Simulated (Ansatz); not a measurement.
Job for Ansatz (a quantum-chemistry and plane-wave program): R-wB97M-V/def2-TZVPP on FH2NSi (SMILES N[Si]F), a point of a torsion scan.

Ansatz 0.2 input:
```yaml
crystal:
  periodic: [false, false, false]
  atoms:
    - {symbol: N, position_ang: [-0.58377499, -0.02504208, 0.05880123]}
    - {symbol: Si, position_ang: [0.92043010, -0.75656290, 0.38363057]}
    - {symbol: F, position_ang: [1.65796484, 0.63462799, 0.86992256]}
    - {symbol: H, position_ang: [-0.76304693, 0.96207855, 0.18826313]}
    - {symbol: H, position_ang: [-1.38817807, -0.52154837, -0.28101782]}
basis:
  gaussian:
    orbitals: def2-TZVPP
hamiltonian:
  xc: {name: wB97M-V}
scf: {lower_state_search: off}
```

Output:

```
WARN ansatz: RAYON_NUM_THREADS=1 ignored (pool sized by the plan → 1); use --threads N
Functional definition: wB97M-V
these checks for a lower state are left out or cut short: stability, starts, cluster_reference, orbital_swaps, neighbouring_geometries, increment
integrals: 0.06 GiB planned
720 factors; their error is unknown
integrals: 0.09 GiB planned
151 factors; integrals over basis functions are off by at most 1.7e-5 eV
mean field: 0.53 GiB planned
mean field evaluation 1: about -12113.5927 eV, gradient 5.8e1 eV
mean field evaluation 2: about -12112.5437 eV, gradient 6.4e1 eV
mean field evaluation 4: about -12119.4139 eV, gradient 1.2e0 eV
mean field evaluation 8: about -12119.4317 eV, gradient 2.9e-2 eV
mean field evaluation 16: about -12119.4317 eV, gradient 4.8e-6 eV
mean field -12119.43171075 eV, -445.3809005243 hartree, gradient 4.8e-6 eV, S^2 0.000000; 0 other end points of the search recorded, 0 dependent functions left out
reference -12119.43174586 eV, -445.3809018146 hartree; 16, 16 occupied and 116, 116 virtual orbitals, 720 factors
Total energy: -12119.43174586 eV, -445.3809018146 hartree
Checks for a lower state left out: stability, starts, cluster_reference, orbital_swaps, neighbouring_geometries, increment
```

The run converged.

Cost: about 2.8 core-seconds (a rough figure).
